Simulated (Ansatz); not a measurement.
Basis-set extrapolation for CH5FOSSi (`CO[SiH](F)S`) (PBE0-D4/def2-TZVP geometry, frozen core, Ansatz 0.2.0). Multiplicity 1, RHF reference.

|  | def2-TZVPP | def2-QZVPP |
| --- | --- | --- |
| HF | -901.808915 | -901.840259 |
| MP2 correlation | -0.953768 | -1.034443 |
| CCSD(T) correlation | -1.030881 | not run |

Energies in hartree. Use E(X) = E(∞) + A·exp(−7.88·√X) for Hartree–Fock and E(X) = E(∞) + B·X^(−2.97) for correlation, with X = 3 and 4, and add CCSD(T) minus MP2 of the smaller set to the MP2 limit.

**Question.** What is the CCSD(T) energy at the basis-set limit?

**Answer.** HF limit: -901.840259 + (-0.031344) × 0.13774 = -901.84458. MP2 limit: -1.034443 + (-0.080675) × 0.74074 = -1.09420. Higher-order term: -1.030881 − (-0.953768) = -0.07711. Total: -903.01589 hartree, 110.5 kcal/mol below CCSD(T)/def2-TZVPP.
